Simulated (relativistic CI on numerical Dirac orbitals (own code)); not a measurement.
Method of calculation: Dirac-Coulomb-Breit CI, orbitals from a KLI potential per configuration, model QED, unscaled Slater integrals (own radial code, finite nucleus).

Configurations in the expansion (outside the closed core [Ne]): 3s², 3s3p, 3p², 3s3d, 3d², 3p3d, 3p4s, 3d4s, 3s4s, 3s4p, 3s4d, 3s4f, 3s5s, 3s5p, 3s5d, 4s², 3s5f, 3s5g, 3s6s, 3s6p, 3s6d. Levels of other configurations are missing.

At this charge energies of transitions that change n are usually good to better than 1 %, and those within a shell (Δn = 0) to a few per cent.

Outline of the computed level scheme of Ho LVI. Lowest level of each configuration: 3s² ¹S0 at 0.00 eV; 3s3p ³P°0 at 119.13 eV; 3p² ³P0 at 286.23 eV; 3s3d ³D1 at 539.61 eV; 3p3d ³F°2 at 668.34 eV; 3d² ³F2 at 1090.88 eV; 3s4s ³S1 at 2512.97 eV; 3s4p ³P°0 at 2575.55 eV; 3p4s ³P°1 at 2650.00 eV.

Some strong electric-dipole decays among the lowest 43 levels: 3s4s ¹S0 → 3s3p ¹P°1 (3.0e+13 s⁻¹); 3p4s ³P°0 → 3p² ³P1 (2.8e+13 s⁻¹); 3s4p ¹P°1 → 3s² ¹S0 (2.5e+13 s⁻¹); 3s4s ³S1 → 3s3p ³P°2 (2.4e+13 s⁻¹); 3s4p ³P°1 → 3s² ¹S0 (2.3e+13 s⁻¹); 3p4s ³P°1 → 3p² ¹D2 (1.7e+13 s⁻¹); 3p4s ³P°1 → 3s² ¹S0 (8.5e+12 s⁻¹); 3s4s ³S1 → 3s3p ³P°1 (8.1e+12 s⁻¹).

LS names give the leading component of a level, which can be under half, so a name can repeat, a term be missing and a line seem to break the LS rules.
